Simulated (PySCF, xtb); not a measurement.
C4H5FSi, SMILES C#C/C(F)=C/[SiH3].

Harmonic wavenumbers (cm⁻¹) from GFN2-xTB (xtb 6.7.1) at its own minimum, in rising order: 24, 107, 111, 170, 283, 402, 489, 521, 551, 563, 668, 677, 769, 770, 783, 789, 801, 874, 1101, 1235, 1643, 2244, 2265, 2267, 2273, 3089, 3392.

### Question
What does PBE0-D3(BJ)/def2-SVP (PySCF) give at its own minimum? (The exact figures need the calculation; the answer reports its results.)

### Answer
59, 118, 120, 196, 336, 436, 558, 625, 640, 687, 694, 733, 803, 827, 904, 925, 942, 946, 1129, 1321, 1708, 2237, 2238, 2242, 2247, 3225, 3486. Paired by order, the mean absolute difference is 63 cm⁻¹ and the zero-point energies are 41.3 and 43.4 kcal/mol.
